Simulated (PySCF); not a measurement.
Vertical excitations of a molecule C3H7O2, multiplicity 2 from PySCF with TDA-CAM-B3LYP/def2-SVPD, as energy in eV (oscillator strength): 5.26 (0.002), 5.72 (0.017), 6.11 (0.012), 6.41 (0.021), 6.55 (0.006), 6.73 (0.013), 6.78 (0.002), 6.94 (0.000), 7.15 (0.002), 7.28 (0.002). Coordinates come from a B3LYP-D3(BJ)/def2-SVP optimisation. One conformer was computed; it need not be the lowest.

Which molecule gave these data?
(A) CC(O)[CH]O
(B) CC([O])CO
(C) C[C](O)CO
(D) [CH2]C(O)CO

D, [CH2]C(O)CO
